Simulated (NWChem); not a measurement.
Everything below was run with NWChem. System: F$_{4}$Sn, charge 0, spin multiplicity 1, at a geometry optimised with B3LYP/def2-SVP with def2 effective core potentials on Sn. The structure started from a generated list of species. Level: RHF/def2-TZVP with def2 effective core potentials on Sn.

The NWChem input:

```
start mol
memory heap 200 mb stack 900 mb global 1100 mb
geometry units angstroms nocenter noautoz
  F      0.000000    -1.560766    -1.103655
  Sn     0.000000     0.000000     0.000000
  F      0.000000     1.560766    -1.103655
  F     -1.560766     0.000000     1.103655
  F      1.560766     0.000000     1.103655
  symmetry group C2v
end
basis spherical
  * library def2-tzvp
end
ecp
  Sn library def2-ecp
end
scf
  rhf
  nopen 0
  maxiter 100
  thresh 1e-7
  semidirect memsize 60000000 filesize 0
end
task scf energy
```

NWChem printed:

```
             Northwest Computational Chemistry Package (NWChem) 7.3.0
             --------------------------------------------------------

                                NWChem Input Module
                                -------------------

 Scaling coordinates for geometry "geometry" by  1.889725989
 (inverse scale =  0.529177249)

 Turning off AUTOSYM since
 SYMMETRY directive was detected!

                             Geometry "geometry" -> ""
                             -------------------------

 Output coordinates in angstroms (scale by  1.889725989 to convert to a.u.)

  No.       Tag          Charge          X              Y              Z
 ---- ---------------- ---------- -------------- -------------- --------------
    1 F                    9.0000     0.00000000    -1.56076600    -1.10365500
    2 Sn                  50.0000     0.00000000     0.00000000     0.00000000
    3 F                    9.0000     0.00000000     1.56076600    -1.10365500
    4 F                    9.0000    -1.56076600     0.00000000     1.10365500
    5 F                    9.0000     1.56076600     0.00000000     1.10365500

 Effective nuclear repulsion energy (a.u.)     580.6836435268

            Nuclear Dipole moment (a.u.)
            ----------------------------
        X                 Y               Z
 ---------------- ---------------- ----------------
     0.0000000000     0.0000000000     0.0000000000

      Symmetry information
      --------------------

 Group name             C2v
 Group number             16
 Group order               4
 No. of unique centers     3

      Symmetry unique atoms

     1    2    4


 Summary of "ao basis" -> "" (spherical)
 ------------------------------------------------------------------------------
       Tag                 Description            Shells   Functions and Types
 ---------------- ------------------------------  ------  ---------------------
 *                         def2-tzvp                  on all atoms

 Summary of "ao basis" -> "ao basis" (spherical)
 ------------------------------------------------------------------------------
       Tag                 Description            Shells   Functions and Types
 ---------------- ------------------------------  ------  ---------------------
 F                         def2-tzvp                11       31   5s3p2d1f
 Sn                        def2-tzvp                16       50   6s5p3d2f

                                 NWChem SCF Module
                                 -----------------

  ao basis        = "ao basis"
  functions       =   174
  atoms           =     5
  closed shells   =    29
  open shells     =     0
  charge          =   0.00
  wavefunction    = RHF
  use symmetry    = T
  symmetry adapt  = T

 Summary of "ao basis" -> "ao basis" (spherical)
 ------------------------------------------------------------------------------
       Tag                 Description            Shells   Functions and Types
 ---------------- ------------------------------  ------  ---------------------
 F                         def2-tzvp                11       31   5s3p2d1f
 Sn                        def2-tzvp                16       50   6s5p3d2f

      Symmetry analysis of basis
      --------------------------

        a1         63
        a2         25
        b1         43
        b2         43

 Forming initial guess at       0.1s

      Superposition of Atomic Density Guess
      -------------------------------------

 Sum of atomic energies:        -646.78441718

      Non-variational initial energy
      ------------------------------

 Total energy =    -610.904816
 1-e energy   =   -1534.683924
 2-e energy   =     622.140794
 HOMO         =      -0.643597
 LUMO         =      -0.161060

      Symmetry analysis of molecular orbitals - initial
      -------------------------------------------------

 !! scf_movecs_sym_adapt:   86 vectors were symmetry contaminated

  Symmetry fudging

 !! scf_movecs_sym_adapt:   86 vectors were symmetry contaminated

  Numbering of irreducible representations:

     1 a1          2 a2          3 b1          4 b2

  Orbital symmetries:

     1 a1          2 a1          3 b2          4 b1          5 a1
     6 a1          7 b1          8 b2          9 a1         10 a1
    11 b1         12 b2         13 a1         14 a2         15 a1
    16 b1         17 b2         18 a1         19 a1         20 b2
    21 b1         22 a1         23 a2         24 a2         25 b1
    26 b2         27 a1         28 b1         29 b2         30 a1
    31 b1         32 b2         33 a1         34 b1         35 b2
    36 a1         37 a1         38 b1         39 b2

 Starting SCF solution at       1.9s

 ----------------------------------------------
         Quadratically convergent ROHF

 Convergence threshold     :          1.000E-07
 Maximum no. of iterations :          100
 Final Fock-matrix accuracy:          1.000E-09
 ----------------------------------------------

              iter       energy          gnorm     gmax       time
             ----- ------------------- --------- --------- --------
                 1     -611.2624646890  1.72D+00  2.71D-01      2.0
                 2     -611.3893518080  3.44D-01  9.08D-02      2.3
                 3     -611.3960855128  2.38D-02  7.72D-03      2.6
                 4     -611.3961319415  1.89D-04  9.49D-05      3.2
                 5     -611.3961319461  1.38D-08  4.00D-09      4.0

       Final RHF  results
       ------------------

         Total SCF energy =   -611.396131946143
      One-electron energy =  -1534.806309690541
      Two-electron energy =    621.771864135496
 Nuclear repulsion energy =    301.638313608902

        Time for solution =      2.1s

       Symmetry analysis of molecular orbitals - final
       -----------------------------------------------

  Numbering of irreducible representations:

     1 a1          2 a2          3 b1          4 b2

  Orbital symmetries:

     1 b1          2 b2          3 a1          4 a1          5 a1
     6 b2          7 b1          8 a1          9 b1         10 b2
    11 a1         12 a1         13 a2         14 a1         15 a1
    16 b1         17 b2         18 a1         19 a1         20 b1
    21 b2         22 a1         23 a2         24 a2         25 b1
    26 b2         27 a1         28 b1         29 b2         30 a1
    31 b1         32 b2         33 a1         34 b1         35 b2
    36 a1         37 a1         38 b1         39 b2

             Final eigenvalues
             -----------------

              1
    1  -26.3156
    2  -26.3156
    3  -26.3156
    4  -26.3155
    5   -5.9977
    6   -4.1909
    7   -4.1909
    8   -4.1909
    9   -1.6040
   10   -1.6040
   11   -1.6040
   12   -1.5936
   13   -1.4572
   14   -1.4572
   15   -1.4368
   16   -1.4367
   17   -1.4367
   18   -0.7850
   19   -0.7001
   20   -0.7001
   21   -0.7001
   22   -0.6712
   23   -0.6712
   24   -0.6623
   25   -0.6623
   26   -0.6623
   27   -0.6513
   28   -0.6512
   29   -0.6512
   30   -0.0032
   31    0.0967
   32    0.0967
   33    0.0967
   34    0.2372
   35    0.2372
   36    0.2372
   37    0.2731
   38    0.3594
   39    0.3594

                       ROHF Final Molecular Orbital Analysis
                       -------------------------------------

 Vector   27  Occ=2.000000D+00  E=-6.512502D-01  Symmetry=a1
              MO Center= -7.1D-11,  4.4D-11, -4.0D-12, r^2= 4.1D+00
   Bfn.  Coefficient  Atom+Function         Bfn.  Coefficient  Atom+Function
  ----- ------------  ---------------      ----- ------------  ---------------
     8      0.233947  1 F  pz                89      0.233947  3 F  pz
   120      0.233947  4 F  pz               151      0.233947  5 F  pz
    11      0.208197  1 F  pz                92      0.208197  3 F  pz
   123      0.208197  4 F  pz               154      0.208197  5 F  pz
    57      0.167199  2 Sn d  2

 Vector   28  Occ=2.000000D+00  E=-6.512493D-01  Symmetry=b1
              MO Center= -1.0D-11, -1.1D-14,  3.6D-01, r^2= 3.9D+00
   Bfn.  Coefficient  Atom+Function         Bfn.  Coefficient  Atom+Function
  ----- ------------  ---------------      ----- ------------  ---------------
   118      0.269217  4 F  px               149      0.269217  5 F  px
   121      0.240265  4 F  px               152      0.240265  5 F  px
     6      0.198674  1 F  px                87      0.198674  3 F  px
     9      0.176126  1 F  px                90      0.176126  3 F  px
    56     -0.167203  2 Sn d  1

 Vector   29  Occ=2.000000D+00  E=-6.512493D-01  Symmetry=b2
              MO Center= -2.3D-14, -3.3D-11, -3.6D-01, r^2= 3.9D+00
   Bfn.  Coefficient  Atom+Function         Bfn.  Coefficient  Atom+Function
  ----- ------------  ---------------      ----- ------------  ---------------
     7      0.269217  1 F  py                88      0.269217  3 F  py
    10      0.240265  1 F  py                91      0.240265  3 F  py
   119      0.198674  4 F  py               150      0.198674  5 F  py
   122      0.176126  4 F  py               153      0.176126  5 F  py
    54     -0.167203  2 Sn d -1

 Vector   30  Occ=0.000000D+00  E=-3.245543D-03  Symmetry=a1
              MO Center=  9.9D-16,  8.6D-16,  3.6D-13, r^2= 3.3D+00
   Bfn.  Coefficient  Atom+Function         Bfn.  Coefficient  Atom+Function
  ----- ------------  ---------------      ----- ------------  ---------------
    37      1.243138  2 Sn s                 33      0.440758  2 Sn s
    36      0.434613  2 Sn s                 34     -0.347801  2 Sn s
    35     -0.297255  2 Sn s                 32     -0.277942  2 Sn s
     5     -0.267888  1 F  s                 86     -0.267888  3 F  s
   117     -0.267888  4 F  s                148     -0.267888  5 F  s

 Vector   31  Occ=0.000000D+00  E= 9.667651D-02  Symmetry=b1
              MO Center=  4.7D-13, -3.5D-16, -3.9D-01, r^2= 8.5D+00
   Bfn.  Coefficient  Atom+Function         Bfn.  Coefficient  Atom+Function
  ----- ------------  ---------------      ----- ------------  ---------------
    50      1.291602  2 Sn px                47     -0.369555  2 Sn px
    66      0.260513  2 Sn d  1              44      0.223395  2 Sn px

 Vector   32  Occ=0.000000D+00  E= 9.667651D-02  Symmetry=b2
              MO Center=  1.4D-15,  3.9D-13,  3.9D-01, r^2= 8.5D+00
   Bfn.  Coefficient  Atom+Function         Bfn.  Coefficient  Atom+Function
  ----- ------------  ---------------      ----- ------------  ---------------
    51      1.291602  2 Sn py                48     -0.369555  2 Sn py
    64      0.260513  2 Sn d -1              45      0.223395  2 Sn py

 center of mass
 --------------
 x =   0.00000000 y =   0.00000000 z =   0.00000000

 moments of inertia (a.u.)
 ------------------
         661.090351845918           0.000000000000           0.000000000000
           0.000000000000         661.090351845918           0.000000000000
           0.000000000000           0.000000000000         661.074311871702

  Mulliken analysis of the total density
  --------------------------------------

    Atom       Charge   Shell Charges
 -----------   ------   -------------------------------------------------------
    1 F    9     9.54   0.77  1.20  0.60  1.01  0.39  2.22  2.29  1.06  0.00  0.01  0.00
    2 Sn  22    19.85   0.27 -0.72  1.46  0.98  0.57  0.05 -0.40  6.36  0.57  0.17  0.02  9.06  1.08  0.19  0.18  0.01
    3 F    9     9.54   0.77  1.20  0.60  1.01  0.39  2.22  2.29  1.06  0.00  0.01  0.00
    4 F    9     9.54   0.77  1.20  0.60  1.01  0.39  2.22  2.29  1.06  0.00  0.01  0.00
    5 F    9     9.54   0.77  1.20  0.60  1.01  0.39  2.22  2.29  1.06  0.00  0.01  0.00

       Multipole analysis of the density wrt the origin
       ------------------------------------------------

     L   x y z        total         open         nuclear
     -   - - -        -----         ----         -------
     0   0 0 0     -0.000000      0.000000     58.000000

     1   1 0 0     -0.000000      0.000000      0.000000
     1   0 1 0     -0.000000      0.000000      0.000000
     1   0 0 1     -0.000000      0.000000      0.000000

     2   2 0 0    -35.250932      0.000000    156.583418
     2   1 1 0     -0.000000      0.000000      0.000000
     2   1 0 1     -0.000000      0.000000      0.000000
     2   0 2 0    -35.250932      0.000000    156.583418
     2   0 1 1      0.000000      0.000000      0.000000
     2   0 0 2    -35.251339      0.000000    156.591016

 Task  times  cpu:        4.0s     wall:        4.0s

 Total times  cpu:        4.0s     wall:        4.0s
```
